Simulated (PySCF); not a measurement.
Two-component Hartree-Fock for Cl³⁺ (chlorine, charge +3)

Start: [Ne] 3s2 3p2; 3p3/2 filled at m_j = +1/2, +3/2. Calculated with PySCF 2.14 in x2c-TZVPall-2c with one added diffuse shell each of s, p type (6s7p2d1f, 44 functions): generalised Hartree-Fock with the X2C-1e Hamiltonian and a Gaussian nucleus; one run each with spin-orbit coupling (SO) switched off, then screened by Boettger's factors. This is a chosen level, not necessarily the ground level.

```json
{"spinor shell": "1s1/2", "electrons": "2", "ε, spin-free (eV)": "-2910.6", "ε, screened SO (eV)": "-2910.6", "weight of nominal j (screened SO)": "1.000", "rms radius, screened SO (bohr)": "0.105"}
{"spinor shell": "2s1/2", "electrons": "2", "ε, spin-free (eV)": "-335.31", "ε, screened SO (eV)": "-335.32", "weight of nominal j (screened SO)": "1.000", "rms radius, screened SO (bohr)": "0.477"}
{"spinor shell": "2p1/2", "electrons": "2", "ε, spin-free (eV)": "-264.42", "ε, screened SO (eV)": "-265.68", "weight of nominal j (screened SO)": "0.891", "rms radius, screened SO (bohr)": "0.449"}
{"spinor shell": "2p3/2", "electrons": "4", "ε, spin-free (eV)": "-264.42", "ε, screened SO (eV)": "-263.82", "weight of nominal j (screened SO)": "0.945", "rms radius, screened SO (bohr)": "0.450"}
{"spinor shell": "3s1/2", "electrons": "2", "ε, spin-free (eV)": "-65.664", "ε, screened SO (eV)": "-65.671", "weight of nominal j (screened SO)": "0.999", "rms radius, screened SO (bohr)": "1.51"}
{"spinor shell": "3p3/2", "electrons": "2", "ε, spin-free (eV)": "-52.900", "ε, screened SO (eV)": "-52.873", "weight of nominal j (screened SO)": "0.807", "rms radius, screened SO (bohr)": "1.63"}
```

```json
{"quantity": "E (hartree)", "spin-free": "-458.19072", "screened SO": "-458.18970"}
{"quantity": "M_J", "spin-free": "2", "screened SO": "2"}
{"quantity": "⟨J²⟩", "spin-free": "6.010", "screened SO": "6.008"}
{"quantity": "⟨L²⟩", "spin-free": "2.007", "screened SO": "2.020"}
{"quantity": "⟨S²⟩", "spin-free": "2.003", "screened SO": "1.997"}
```

Each row is a mean over spinors that exchange with the open shell spreads, by up to 7.602 eV (3s1/2).

Rows whose weight is well below 1 are mixtures of j = l ± 1/2: exchange outweighs spin-orbit coupling there, and the label is only the starting occupation.

Without spin-orbit coupling the j labels of p, d and f shells carry no meaning; the spin-free column gives the mean over the occupied spinors of each nl shell.
